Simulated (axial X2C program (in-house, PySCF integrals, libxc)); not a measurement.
# Levels of SbP⁻ by electron attachment to SbP (EOM-EA-CCSD)

Computed with an in-house all-electron X2C program for linear molecules (integrals from PySCF): two-component X2C with atomic mean-field Coulomb and Gaunt terms, Gaussian nuclei, basis Sb dyall-acv3z, P dyall-av3z with contracted cores.

R = 2.191 Å (near the PBE0 minimum at charge 0 of the determinant lowest at the starting distance; the state shown can have its own minimum elsewhere).

Levels of SbP⁻ obtained by attaching an electron to SbP:

```tsv
Ω	binding energy (eV)	above lowest (cm⁻¹)	attached spinor	one-particle weight
1/2	0.705	0	34% P pπ, 29% Sb pπ, 19% Sb dπ	0.94
3/2	0.568	1100	43% Sb pπ, 21% P pπ, 17% Sb dπ	0.94
1/2	-0.739	11642	67% Sb pσ, 19% P pσ, 7% Sb dσ	0.98
1/2	-0.846	12509	74% Sb sσ, 10% Sb pσ, 10% P sσ	0.98
1/2	-1.170	15119	84% Sb pπ, 14% P pπ	0.99
3/2	-1.208	15424	83% Sb pπ, 14% P pπ	0.99
1/2	-1.748	19783	70% P pσ, 12% Sb pσ, 9% Sb dσ	0.99
```

Negative binding energies belong to unbound states, resonances or levels that the basis set holds; within some tenths of an eV of zero the sign is not settled.

This point took 18 s on 1 thread of Arm Neoverse N1 (shared host).

Reference electrons by ω block (each with its −ω partner): 1/2: 22, 3/2: 9, 5/2: 2. 10 electrons of SbP correlated (inner shells frozen), 92 natural virtual spinors (a truncated set); levels can be off by some tenths of an eV. Roots sought by Ω: (1/2: 5, 3/2: 4, 5/2: 2, 7/2: 1); rows need 60 % one-particle weight and stop where some Ω has no more roots. Missing are any skipped roots, higher Ω and states of a further excitation; these come out far too high here and may in truth be low or lowest. T1 of the reference 0.029 (Lee–Taylor). Number of frozen shells: Sb 4 s, 3 p, 2 d; P 2 s, 1 p. Large amplitudes in the reference (orbital relaxation or multireference character) lower the reliability.
